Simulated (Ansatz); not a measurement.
**Molecular dynamics of C5H9Al**

The input (input.yaml):

```yaml
crystal:
  periodic: [false, false, false]
  atoms:
    - { symbol: C, position_ang: [-1.184871, -0.266152, 1.874579] }
    - { symbol: C, position_ang: [-0.478631, -0.082845, 0.548747] }
    - { symbol: C, position_ang: [0.419565, -0.997453, 0.080157] }
    - { symbol: C, position_ang: [1.271805, -0.759765, -1.176243] }
    - { symbol: Al, position_ang: [0.312586, 0.824904, -1.924658] }
    - { symbol: C, position_ang: [-0.818135, 1.154394, -0.285304] }
    - { symbol: H, position_ang: [-1.021378, 0.666423, 2.486973] }
    - { symbol: H, position_ang: [-0.808344, -1.151791, 2.374757] }
    - { symbol: H, position_ang: [-2.347642, -0.164523, 1.810923] }
    - { symbol: H, position_ang: [0.532001, -1.883441, 0.73612] }
    - { symbol: H, position_ang: [1.254087, -1.592108, -1.967323] }
    - { symbol: H, position_ang: [2.375759, -0.623631, -0.967428] }
    - { symbol: H, position_ang: [0.409759, 1.590323, -3.319037] }
    - { symbol: H, position_ang: [-0.598234, 2.071266, 0.285198] }
    - { symbol: H, position_ang: [-1.904658, 1.19773, -0.560316] }
basis:
  gaussian: { orbitals: def2-SVP }
hamiltonian:
  xc: pbe0
md:
  timestep: 0.5
  n_steps: 100
  ensemble: nvt_nose_hoover
  temperature: 300.0
  initial_velocities: maxwell_boltzmann
  seed: 127224
```

Run as:

```bash
$ ansatz run input.yaml --threads 2 --pin off --max-ram 3072MiB --backend cpu --events-out ev --progress --plain --runs-dir out
```

It goes on from the last frame of an earlier run, with new velocities.

Output, in part (one step line in 2, the closing report, with atoms numbered from 0):

```
md step     0: t =     0.00 fs  T =   300.0 K  F+E_penalty+E_count = -11912.26184508 eV  E_kin = 0.504114 eV  conserved = -11911.75773108 eV  (26 SCF iters)
md step     2: t =     1.00 fs  T =   310.8 K  F+E_penalty+E_count = -11912.28002330 eV  E_kin = 0.522217 eV  conserved = -11911.75780606 eV  (30 SCF iters)
md step     4: t =     2.00 fs  T =   318.9 K  F+E_penalty+E_count = -11912.29373061 eV  E_kin = 0.535854 eV  conserved = -11911.75787122 eV  (31 SCF iters)
md step     6: t =     3.00 fs  T =   322.7 K  F+E_penalty+E_count = -11912.30021422 eV  E_kin = 0.542336 eV  conserved = -11911.75786184 eV  (30 SCF iters)
md step     8: t =     4.00 fs  T =   321.1 K  F+E_penalty+E_count = -11912.29778489 eV  E_kin = 0.539544 eV  conserved = -11911.75820546 eV  (29 SCF iters)
md step    10: t =     5.00 fs  T =   303.0 K  F+E_penalty+E_count = -11912.26765558 eV  E_kin = 0.509126 eV  conserved = -11911.75846883 eV  (29 SCF iters)
md step    12: t =     6.00 fs  T =   263.9 K  F+E_penalty+E_count = -11912.20114841 eV  E_kin = 0.443458 eV  conserved = -11911.75760608 eV  (30 SCF iters)
md step    14: t =     7.00 fs  T =   231.3 K  F+E_penalty+E_count = -11912.14558361 eV  E_kin = 0.388621 eV  conserved = -11911.75686785 eV  (31 SCF iters)
md step    16: t =     8.00 fs  T =   227.8 K  F+E_penalty+E_count = -11912.14030030 eV  E_kin = 0.382843 eV  conserved = -11911.75736944 eV  (30 SCF iters)
md step    18: t =     9.00 fs  T =   240.1 K  F+E_penalty+E_count = -11912.16122216 eV  E_kin = 0.403407 eV  conserved = -11911.75775340 eV  (31 SCF iters)
md step    20: t =    10.00 fs  T =   253.7 K  F+E_penalty+E_count = -11912.18390383 eV  E_kin = 0.426286 eV  conserved = -11911.75759959 eV  (30 SCF iters)
md step    22: t =    11.00 fs  T =   270.5 K  F+E_penalty+E_count = -11912.21203640 eV  E_kin = 0.454512 eV  conserved = -11911.75756654 eV  (30 SCF iters)
md step    24: t =    12.00 fs  T =   291.0 K  F+E_penalty+E_count = -11912.24665093 eV  E_kin = 0.488981 eV  conserved = -11911.75778568 eV  (30 SCF iters)
md step    26: t =    13.00 fs  T =   308.7 K  F+E_penalty+E_count = -11912.27646903 eV  E_kin = 0.518712 eV  conserved = -11911.75795459 eV  (30 SCF iters)
md step    28: t =    14.00 fs  T =   318.4 K  F+E_penalty+E_count = -11912.29270802 eV  E_kin = 0.535009 eV  conserved = -11911.75798011 eV  (30 SCF iters)
md step    30: t =    15.00 fs  T =   318.3 K  F+E_penalty+E_count = -11912.29266427 eV  E_kin = 0.534788 eV  conserved = -11911.75823509 eV  (29 SCF iters)
md step    32: t =    16.00 fs  T =   300.6 K  F+E_penalty+E_count = -11912.26320096 eV  E_kin = 0.505199 eV  conserved = -11911.75843123 eV  (29 SCF iters)
md step    34: t =    17.00 fs  T =   263.1 K  F+E_penalty+E_count = -11912.19932709 eV  E_kin = 0.442097 eV  conserved = -11911.75772409 eV  (29 SCF iters)
md step    36: t =    18.00 fs  T =   228.1 K  F+E_penalty+E_count = -11912.13996338 eV  E_kin = 0.383361 eV  conserved = -11911.75716242 eV  (27 SCF iters)
md step    38: t =    19.00 fs  T =   213.8 K  F+E_penalty+E_count = -11912.11612204 eV  E_kin = 0.359347 eV  conserved = -11911.75741189 eV  (30 SCF iters)
md step    40: t =    20.00 fs  T =   214.5 K  F+E_penalty+E_count = -11912.11712899 eV  E_kin = 0.360412 eV  conserved = -11911.75744869 eV  (30 SCF iters)
md step    42: t =    21.00 fs  T =   226.9 K  F+E_penalty+E_count = -11912.13767552 eV  E_kin = 0.381229 eV  conserved = -11911.75729713 eV  (30 SCF iters)
md step    44: t =    22.00 fs  T =   253.3 K  F+E_penalty+E_count = -11912.18207558 eV  E_kin = 0.425580 eV  conserved = -11911.75749575 eV  (31 SCF iters)
md step    46: t =    23.00 fs  T =   286.6 K  F+E_penalty+E_count = -11912.23832636 eV  E_kin = 0.481642 eV  conserved = -11911.75786683 eV  (30 SCF iters)
md step    48: t =    24.00 fs  T =   314.7 K  F+E_penalty+E_count = -11912.28554457 eV  E_kin = 0.528899 eV  conserved = -11911.75803646 eV  (29 SCF iters)
md step    50: t =    25.00 fs  T =   331.6 K  F+E_penalty+E_count = -11912.31370904 eV  E_kin = 0.557265 eV  conserved = -11911.75805424 eV  (29 SCF iters)
md step    52: t =    26.00 fs  T =   335.4 K  F+E_penalty+E_count = -11912.32016890 eV  E_kin = 0.563658 eV  conserved = -11911.75833708 eV  (30 SCF iters)
md step    54: t =    27.00 fs  T =   317.8 K  F+E_penalty+E_count = -11912.29051888 eV  E_kin = 0.534053 eV  conserved = -11911.75849323 eV  (30 SCF iters)
md step    56: t =    28.00 fs  T =   276.5 K  F+E_penalty+E_count = -11912.22023189 eV  E_kin = 0.464575 eV  conserved = -11911.75786106 eV  (30 SCF iters)
md step    58: t =    29.00 fs  T =   230.5 K  F+E_penalty+E_count = -11912.14243692 eV  E_kin = 0.387357 eV  conserved = -11911.75744204 eV  (30 SCF iters)
md step    60: t =    30.00 fs  T =   194.2 K  F+E_penalty+E_count = -11912.08122158 eV  E_kin = 0.326246 eV  conserved = -11911.75748601 eV  (30 SCF iters)
md step    62: t =    31.00 fs  T =   168.5 K  F+E_penalty+E_count = -11912.03773039 eV  E_kin = 0.283185 eV  conserved = -11911.75720409 eV  (30 SCF iters)
md step    64: t =    32.00 fs  T =   161.4 K  F+E_penalty+E_count = -11912.02540826 eV  E_kin = 0.271234 eV  conserved = -11911.75699078 eV  (30 SCF iters)
md step    66: t =    33.00 fs  T =   178.5 K  F+E_penalty+E_count = -11912.05410361 eV  E_kin = 0.299883 eV  conserved = -11911.75722706 eV  (29 SCF iters)
md step    68: t =    34.00 fs  T =   211.8 K  F+E_penalty+E_count = -11912.11024822 eV  E_kin = 0.355932 eV  conserved = -11911.75756889 eV  (31 SCF iters)
md step    70: t =    35.00 fs  T =   249.5 K  F+E_penalty+E_count = -11912.17337257 eV  E_kin = 0.419194 eV  conserved = -11911.75774726 eV  (30 SCF iters)
md step    72: t =    36.00 fs  T =   284.2 K  F+E_penalty+E_count = -11912.23151705 eV  E_kin = 0.477593 eV  conserved = -11911.75787537 eV  (30 SCF iters)
md step    74: t =    37.00 fs  T =   310.4 K  F+E_penalty+E_count = -11912.27546306 eV  E_kin = 0.521669 eV  conserved = -11911.75817818 eV  (30 SCF iters)
md step    76: t =    38.00 fs  T =   319.4 K  F+E_penalty+E_count = -11912.29001238 eV  E_kin = 0.536640 eV  conserved = -11911.75821448 eV  (29 SCF iters)
md step    78: t =    39.00 fs  T =   311.4 K  F+E_penalty+E_count = -11912.27575875 eV  E_kin = 0.523241 eV  conserved = -11911.75781384 eV  (29 SCF iters)
md step    80: t =    40.00 fs  T =   298.3 K  F+E_penalty+E_count = -11912.25326051 eV  E_kin = 0.501191 eV  conserved = -11911.75780099 eV  (29 SCF iters)
md step    82: t =    41.00 fs  T =   282.1 K  F+E_penalty+E_count = -11912.22569343 eV  E_kin = 0.474035 eV  conserved = -11911.75780774 eV  (29 SCF iters)
md step    84: t =    42.00 fs  T =   264.2 K  F+E_penalty+E_count = -11912.19476525 eV  E_kin = 0.443944 eV  conserved = -11911.75736906 eV  (29 SCF iters)
md step    86: t =    43.00 fs  T =   257.0 K  F+E_penalty+E_count = -11912.18221169 eV  E_kin = 0.431937 eV  conserved = -11911.75721461 eV  (29 SCF iters)
md step    88: t =    44.00 fs  T =   265.4 K  F+E_penalty+E_count = -11912.19604979 eV  E_kin = 0.445908 eV  conserved = -11911.75748809 eV  (30 SCF iters)
md step    90: t =    45.00 fs  T =   280.9 K  F+E_penalty+E_count = -11912.22193074 eV  E_kin = 0.472069 eV  conserved = -11911.75764654 eV  (30 SCF iters)
md step    92: t =    46.00 fs  T =   298.4 K  F+E_penalty+E_count = -11912.25080921 eV  E_kin = 0.501485 eV  conserved = -11911.75758297 eV  (27 SCF iters)
md step    94: t =    47.00 fs  T =   319.2 K  F+E_penalty+E_count = -11912.28529832 eV  E_kin = 0.536340 eV  conserved = -11911.75772484 eV  (30 SCF iters)
md step    96: t =    48.00 fs  T =   337.7 K  F+E_penalty+E_count = -11912.31642937 eV  E_kin = 0.567462 eV  conserved = -11911.75827076 eV  (29 SCF iters)
md step    98: t =    49.00 fs  T =   337.9 K  F+E_penalty+E_count = -11912.31631297 eV  E_kin = 0.567773 eV  conserved = -11911.75838688 eV  (29 SCF iters)
md step   100: t =    50.00 fs  T =   317.2 K  F+E_penalty+E_count = -11912.28040433 eV  E_kin = 0.532938 eV  conserved = -11911.75782732 eV  (27 SCF iters)
Total energy: -11912.28043709 eV, -437.7682316294 hartree
Atom 0 at    -1.168069    -0.220171     1.858918 Å, force     2.290059     0.606608     0.838372 eV/Å
Atom 1 at    -0.461031    -0.084384     0.542235 Å, force     0.530747     0.880519    -0.605208 eV/Å
Atom 2 at     0.496530    -0.906406     0.062806 Å, force    -0.694954    -1.144102     2.677617 eV/Å
Atom 3 at     1.148071    -0.871154    -1.213591 Å, force     0.186825     0.806764    -2.665383 eV/Å
Atom 4 at     0.348411     0.870047    -1.861554 Å, force     0.522757    -0.559420     0.308819 eV/Å
Atom 5 at    -0.885456     1.078598    -0.351191 Å, force     0.500668     0.369360     0.802235 eV/Å
Atom 6 at    -1.240521     0.741247     2.432640 Å, force    -0.000384    -0.354335    -0.603864 eV/Å
Atom 7 at    -0.627495    -0.907928     2.547326 Å, force    -0.350358    -0.031867    -0.368216 eV/Å
Atom 8 at    -2.143699    -0.565493     1.670385 Å, force    -1.867257    -0.661308    -0.042325 eV/Å
Atom 9 at     0.779703    -1.772202     0.675328 Å, force    -0.078334    -0.025588     0.453559 eV/Å
Atom 10 at     0.879845    -1.762018    -1.815748 Å, force    -0.302937     0.057784    -0.132276 eV/Å
Atom 11 at     2.238571    -0.991100    -1.207096 Å, force     0.320047     0.332311     0.334741 eV/Å
Atom 12 at     0.777120     1.820324    -3.047987 Å, force    -0.076819     0.106594    -0.173327 eV/Å
Atom 13 at    -0.854473     2.052788     0.219479 Å, force    -0.046919    -0.588413    -0.454336 eV/Å
Atom 14 at    -1.927090     0.902270    -0.582530 Å, force    -0.933142     0.205095    -0.370408 eV/Å
Dipole moment:    -0.106085    -0.004925    -0.038882 e Å
```

The run went to its last step. The conserved energy stayed within 0.058 meV per atom of its start (net change -0.0064 meV per atom), so the integration is sound. A run of 0.05 ps of so small a system gives no equilibrium averages.

The same pairs are bonded in the first frame and the last. Pairs count as bonded within 1.25 times the sum of covalent radii (0.12 Å more for H–H).

Last frame:

```xyz
15
Properties=species:S:1:pos:R:3
C -1.168 -0.220 1.859
C -0.461 -0.084 0.542
C 0.496 -0.906 0.063
C 1.148 -0.871 -1.214
Al 0.348 0.870 -1.862
C -0.885 1.079 -0.351
H -1.240 0.741 2.433
H -0.627 -0.908 2.547
H -2.144 -0.566 1.670
H 0.780 -1.772 0.675
H 0.880 -1.762 -1.816
H 2.239 -0.991 -1.207
H 0.777 1.820 -3.048
H -0.855 2.053 0.220
H -1.927 0.902 -0.583
```

Run time: 13 min on 2 threads of Arm Neoverse N1 (shared host), peak memory 0.38 GiB.
